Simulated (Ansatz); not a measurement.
## Which method gave which barrier?

Saddle point of SiH3BrF2, closed shell (SiH₂F₂ ([F][SiH2][F]) + HBr → SiHBrF₂ ([F][SiH]([F])[Br]) + H₂; bonds formed: Si1–Br7, H2–H6; bonds broken: Si1–H2, H6–Br7), PBE0-D4/def2-TZVP structure:

| atom | x (Å) | y (Å) | z (Å) |
| --- | --- | --- | --- |
| Si1 | -0.0778 | 0.0726 | 0.4973 |
| H2 | -0.9466 | -0.3076 | -0.8807 |
| F3 | 0.6639 | -1.1851 | 1.0792 |
| F4 | -1.5151 | -0.0381 | 1.1864 |
| H5 | 0.3220 | 1.4389 | 0.8132 |
| H6 | -0.1117 | -0.1818 | -1.2645 |
| Br7 | 1.6655 | 0.2011 | -1.4311 |

Ansatz 0.2.0; basis: def2-TZVPP, with def2-QZVPP for the basis limit; cores frozen in the correlated methods. Filled d shells of the heavier atoms are correlated. The def2 sets are not built for correlating such inner shells, so the correlated values are less sure here. B3LYP uses VWN-RPA correlation. Extrapolation: Hartree–Fock as exp(−7.88 √X), correlation as X^−2.97. Four methods, as single points on the PBE0-D4 structures, gave these electronic barriers from the start structure: 33.09, 35.65, 39.16, 52.11 kcal/mol.

The methods were, in alphabetical order, B3LYP-D4, BLYP-D4, CCSD(T), HF. Which gave which? (Judge from chemistry; the calculation decides.)

The calculation gives: BLYP-D4 33.09; B3LYP-D4 35.65; CCSD(T) 39.16; HF 52.11 kcal/mol. For comparison, CCSD(T) at an estimated basis limit (MP2 extrapolated from triple and quadruple zeta, plus CCSD(T) − MP2 in triple zeta) gives 36.99 kcal/mol.

No T1 diagnostic of these runs exceeds 0.011.

Labels in which every atom is bracketed show which atoms are joined, not bond orders.

For scale, one of the runs: CCSD(T)/def2-TZVPP, 194 basis functions, launched by `ansatz run in.yaml --threads 4 --pin off --events-out ev --progress --plain --max-ram 9574MiB`. The run took 88 s on 4 CPU threads of an Arm Neoverse V1 (shared host), with 2.3 GiB of host memory at its peak.
